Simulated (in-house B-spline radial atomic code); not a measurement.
What moves the levels of Sn ([Kr] 4d10 5s2 5p2)? Level of theory: Dirac-Hartree-Fock, average of configuration, Fermi nucleus of rms radius 4.6519 fm; calculated with a B-spline radial code for spherical atoms.

Baseline run (computed): total energy -6176.1302 hartree, 1s1/2 at -1079.326 hartree, 5p3/2 at -6.568 eV with <r> = 3.306 bohr.

Scaling the speed of light c (a factor of 100 is close to the non-relativistic limit):

| c/c0 | ΔE (hartree) | 5p3/2 level (eV) | 5p3/2 <r> (bohr) |
| --- | --- | --- | --- |
| 0.95 | -17.846 | -6.54511 | 3.309 |
| 0.98 | -6.7789 | -6.55934 | 3.307 |
| 1.02 | 6.3479 | -6.5762 | 3.305 |
| 1.5 | 87.659 | -6.6805 | 3.294 |
| 100 | 153.27 | -6.76432 | 3.286 |

Changing the nucleus:

```
                                          nucleus  ΔE (eV)
         Gaussian nucleus of rms radius 4.6519 fm  -0.0146
uniform spherical nucleus of rms radius 4.6519 fm   0.0054
           Gaussian nucleus of rms radius 0.01 fm    -4.39
            Fermi nucleus of rms radius 4.5589 fm   -0.162
            Fermi nucleus of rms radius 4.7449 fm    0.164
```

A larger nucleus binds the electrons less, roughly as the density at the nucleus times the change of the nuclear <r²>. At equal rms radius the shape enters only through higher moments. A radius of 0.01 fm is nearly a point.

The nuclear charge is raised by 0.1. What does the Hellmann-Feynman theorem predict for the energy, and what is found?

dE/dZ ≈ -Σ<1/r>, which is -299.918 at the start and -300.757 at the end; their mean times 0.1 is -30.034 hartree, and the two runs differ by -30.033 hartree.
